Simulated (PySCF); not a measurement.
Ionisation energy of Sn by level of theory

Sn [Kr] 4d10 5s2 5p2 (3P) → Sn⁺ [Kr] 4d10 5s2 5p1 (2P), as a difference of total energies. Calculation: PySCF 2.14, in x2c-TZVPPall (8s6p4d2f, 60 functions); the spin-free X2C one-electron Hamiltonian (Gaussian nucleus). Correlated levels: valence: [Kr] 4d10 frozen; valence and next inner shell: [Ar] 3d10 frozen. The calculations carry no spin-orbit coupling.

| method | ionisation energy (eV) | plus first-order spin-orbit estimate | error of that sum (eV) |
| --- | --- | --- | --- |
| UHF | 6.859 | 6.801 | -0.543 |
| LDA | 7.420 | 7.362 | +0.018 |
| PBE | 7.255 | 7.197 | -0.147 |
| PBE0 | 7.309 | 7.251 | -0.093 |
| r2SCAN | 7.414 | 7.356 | +0.012 |
| wB97X-V | 7.143 | 7.085 | -0.259 |
| M06 | 7.034 | 6.976 | -0.368 |
| MN15 | 7.358 | 7.301 | -0.043 |
| PBEsol | 7.285 | 7.227 | -0.117 |
| MP2 (valence) | 7.143 | 7.086 | -0.258 |
| SCS-MP2 (valence) | 7.081 | 7.023 | -0.321 |
| MP2 (valence and next inner shell) | 7.254 | 7.196 | -0.148 |
| SCS-MP2 (valence and next inner shell) | 7.144 | 7.086 | -0.258 |

Reference: 7.344 eV (measured; NIST Atomic Spectra Database, ionization energies).

A first-order spin-orbit estimate (lowest level to lowest level, LS coupling) adds -0.058 eV.

Errors of the correlated levels include the incompleteness of this basis and the frozen core.
